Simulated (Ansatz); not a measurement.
`C=CBCl` + H₂Se → `ClB[SeH]` + ethylene at 600 K and 1 bar (ligand exchange at a B–C bond).

Program: Ansatz. Geometries: PBE0-D4/def2-TZVP. ΔE: electronic, gas phase. CCSD(T)/CBS adds triple-zeta CCSD(T) − MP2 to the extrapolated MP2 energy (def2 sets, frozen cores). This one scheme is used for every species. For Se outer-core shells are correlated without core-valence functions, which leaves a few kJ/mol of doubt a bond. Scalar relativity is left out up to krypton. Each species was taken in one conformer, which may not be the lowest.

```
   species  CCSD(T)/CBS energy (Eh)  H − E (kJ/mol)  S (J/(mol·K))
  `C=CBCl`               -563.09944           192.2          362.4
      H₂Se              -2401.89790            57.0          244.8
`ClB[SeH]`              -2886.53463            93.8          342.6
     `C=C`                -78.48111           161.6          257.2
```

H − E and S are ideal-gas, rigid-rotor, harmonic terms from PBE0-D4/def2-TZVP, for one conformer and one mirror image of each species. 1 Eh = 2625.50 kJ/mol, R = 8.31446 J/(mol·K).

Problem. By hand: ΔE, ΔH, ΔS and ΔG.

Solution. ΔE = (-2886.53463) + (-78.48111) − (-563.09944) − (-2401.89790) = -0.01840 Eh = -48.3 kJ/mol. Δ(H − E) = 93.8 + 161.6 − 192.2 − 57.0 = 6.2, so ΔH = -42.1 kJ/mol. ΔS = 342.6 + 257.2 − 362.4 − 244.8 = -7.4 J/(mol·K). ΔG = -42.1 − 600 × (-7.4)/1000 = -37.7 kJ/mol.

Problem. By hand: the equilibrium constant, and the temperature at which ΔG would vanish if ΔH and ΔS stayed fixed.

Solution. log₁₀ K = −ΔG/(RT ln 10) = 3.3. ΔG = 0 at ΔH/ΔS = 5689 K, far beyond where these terms or the molecules hold.

The number of gas molecules stays the same, so ΔS is small and ΔH decides. A doubt of 5 kJ/mol in ΔE shifts log₁₀ K by 0.4 here. Other conformers and mirror images would add mixing entropy, several J/(mol·K) or more a flexible species. These are equilibria of isolated gas molecules and say nothing of rates. Largest T1 diagnostic: 0.012 (customary marks: 0.02 for closed shells, 0.045 for open ones).
